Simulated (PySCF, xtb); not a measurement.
CBClFNO, SMILES O=C=NB(F)Cl.

GFN2-xTB (xtb) at its own geometry gives an orbital gap of 4.52 eV and a dipole moment of 0.35 D.

The structure is a stationary point at B3LYP-D3(BJ)/def2-SVP. The values are those of a single conformer.

Task: What does PySCF with CAM-B3LYP/def2-TZVP give? (The exact figures need the calculation; the answer reports its results.)

Result: gap 10.31 eV (levels -10.64 and -0.33 eV), dipole 0.16 D.
